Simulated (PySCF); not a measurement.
A structure optimised at PBE-D3(BJ)/def2-SVP, used in a PySCF frequency run:

```xyz
11

Nb    -0.1976     0.0851     0.0000
S      1.9528    -0.0844     0.0000
F     -0.7813     1.8679     0.0000
C     -0.8529    -0.9834    -1.7296
H     -0.5623    -2.0521    -1.6205
H     -1.9633    -0.9131    -1.7930
H     -0.4128    -0.6093    -2.6773
C     -0.8529    -0.9834     1.7296
H     -0.4128    -0.6093     2.6773
H     -1.9633    -0.9131     1.7930
H     -0.5623    -2.0521     1.6205
```
Charge 0, spin multiplicity 1.

Problem. Write its SMILES, formula and point group.

Solution. [CH3][Nb]([CH3])([F])=[S], C2H6FNbS, Cs

Problem. What are its rotational constants (standard atomic weights)?

Solution. 2.5546, 1.9232, 1.9111 GHz
